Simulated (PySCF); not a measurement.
# CuH₂: breathing scan

Computed with PySCF, UTPSS, basis Cu def2-TZVP, H def2-TZVP (no relativity, density fitting).

Rigid scan from the doublet minimum (Cu–H 1.526 Å (×2); H–Cu–H 123.0°). Coordinate: all bonds to the central atom scaled together. Energies in kJ/mol from the minimum.

(1) Predict the curve at 0.88, 0.92, 0.96, 1.00, 1.04, 1.08, 1.14, 1.22, 1.35.

## Answers

(1) 
| scale of all bonds to the centre | E (kJ/mol) | dipole size (D) | ⟨S²⟩ |
| --- | --- | --- | --- |
| 0.88 | 51.0 | 1.54 | 0.75 |
| 0.92 | 20.3 | 1.58 | 0.75 |
| 0.96 | 4.6 | 1.62 | 0.75 |
| 1.00 | 0.0 | 1.66 | 0.76 |
| 1.04 | 3.8 | 1.70 | 0.76 |
| 1.08 | 13.8 | 1.74 | 0.76 |
| 1.14 | 36.9 | 1.79 | 0.76 |
| 1.22 | 76.5 | 1.83 | 0.77 |
| 1.35 | 147.8 | 1.85 | 0.80 |

Other spin states or occupations of the open shell can lie lower.
